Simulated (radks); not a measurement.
Problem. Species: Zn I. Configuration: [Ar] 3d10 4s1.5 4p0.5 (fractional occupations, a model configuration). All-electron calculation, Dirac Kohn-Sham, PBE, spin-unpolarised, spherical densities, point nucleus; open shells are shared between the two j in proportion to 2j + 1. Program: a radial shooting solver on a logarithmic mesh with Libxc functionals. Some entries of the table are withheld. Estimate them.

| orbital | occ. | eigenvalue (hartree) | r(max) (bohr) | <r^2> (bohr^2) |
|---|---|---|---|---|
| 1s1/2 | 2 | -350.0142 | (1) | 0.003405 |
| 2s1/2 | 2 | -42.59415 | 0.1893 | 0.06030 |
| 2p1/2 | 2 | (2) | (3) | 0.04717 |
| 2p3/2 | 4 | (4) | (5) | 0.04869 |
| 3s1/2 | 2 | (6) | 0.5882 | 0.5362 |
| 3p1/2 | 2 | -3.18388 | 0.5869 | 0.5895 |
| 3p3/2 | 4 | -3.07132 | 0.5951 | 0.6077 |
| 3d3/2 | 4 | -0.42365 | (7) | 1.103 |
| 3d5/2 | 6 | -0.41052 | (8) | 1.126 |
| 4s1/2 | 1.5 | -0.24811 | (9) | 7.955 |
| 4p1/2 | 0.166667 | -0.06265 | 2.930 | 20.49 |
| 4p3/2 | 0.333333 | -0.06017 | 2.988 | 21.32 |

Solution. 
(1) 1s1/2 r(max) (bohr): 0.03291
(2) 2p1/2 eigenvalue (hartree): -37.51427
(3) 2p1/2 r(max) (bohr): 0.1502
(4) 2p3/2 eigenvalue (hartree): -36.63695
(5) 2p3/2 r(max) (bohr): 0.1530
(6) 3s1/2 eigenvalue (hartree): -4.79166
(7) 3d3/2 r(max) (bohr): 0.5647
(8) 3d5/2 r(max) (bohr): 0.5677
(9) 4s1/2 r(max) (bohr): 2.066
